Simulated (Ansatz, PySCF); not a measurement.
Gas-phase reaction in SMILES: C=C[Si](F)(F)F [ethenyl(trifluoro)silane] + C (CH4) + 3 [SiH4] (SiH4) -> C=C (C2H4) [ethene] + C[SiH3] [methylsilane] + 3 F[SiH3]
Geometries: B3LYP-D3(BJ)/def2-TZVP minima from Ansatz (a quantum-chemistry and plane-wave program), one conformer each, not searched for the lowest. Frequencies are from Ansatz or PySCF.

Quantity: bond separation energy (enthalpy at 298 K, with B3LYP-D3(BJ) rigid-rotor harmonic-oscillator terms), in kcal/mol. Cores are frozen in the correlated levels unless marked. No spin-orbit coupling. No relativistic terms. Basis-set limits of correlation are two-point, X^-3; Hartree-Fock from the larger set. The bracket is a focal-point correction in the basis named.

```csv
level,program,bond separation energy (kcal/mol)
B3LYP-D4/def2-TZVPD,Ansatz + dftd4,20.5
PBE0-D4/def2-TZVP,Ansatz + dftd4,21.8
PBE0/def2-TZVP,Ansatz,20.8
r2SCAN0-D4/def2-TZVPD,Ansatz + dftd4,22.2
```

**Question.** What does RI-MP2/CBS(cc-pV(T+d)Z,cc-pV(Q+d)Z)+[CCSD(T)-MP2]/cc-pV(T+d)Z (Ansatz) give?

**Answer.** 20.0 kcal/mol
